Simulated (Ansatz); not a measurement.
Born–Oppenheimer molecular dynamics of GaH₃O₂ (6 atoms, charge 0, multiplicity 1). It starts from a relaxed structure.

The calculation used RKS PBE-D4/def2-SVPD (Ansatz 0.2.0).

| Property | Result |
| --- | --- |
| ensemble | NVT, Langevin thermostat |
| time step | 0.5 fs |
| steps asked | 100 |
| set temperature | 1000 K |
| friction | 0.001 /fs |
| seed | 437391 |

First frame:

```xyz
6
Properties=species:S:1:pos:R:3
Ga 0.046 -0.165 0.175
H -0.126 0.218 1.671
O 1.679 -0.297 -0.583
H 1.629 -0.545 -1.523
O -1.266 -0.532 -1.024
H -2.171 -0.477 -0.672
```

How far do the bonds stretch over the last three quarters of this one trajectory? (Pairs bonded in most of those frames.)


| bond | mean (Å) | spread (Å) | shortest | longest |
| --- | --- | --- | --- | --- |
| Ga1–H2 | 1.553 | 0.016 | 1.53 | 1.58 |
| Ga1–O3 | 1.813 | 0.015 | 1.79 | 1.84 |
| Ga1–O5 | 1.825 | 0.029 | 1.79 | 1.87 |
| O3–H4 | 0.987 | 0.048 | 0.91 | 1.06 |
| O5–H6 | 0.974 | 0.017 | 0.95 | 1.00 |

Mean temperature of the second half: 565 K. The mean temperature of the second half is 43 % below the set value. A run of 0.05 ps of so small a system gives no equilibrium averages.

The run took 3.3 min on 2 threads of Intel(R) Xeon(R) Platinum 8259CL CPU @ 2.50GHz (Skylake/Cascade Lake), on a shared host, peak memory 0.16 GiB.
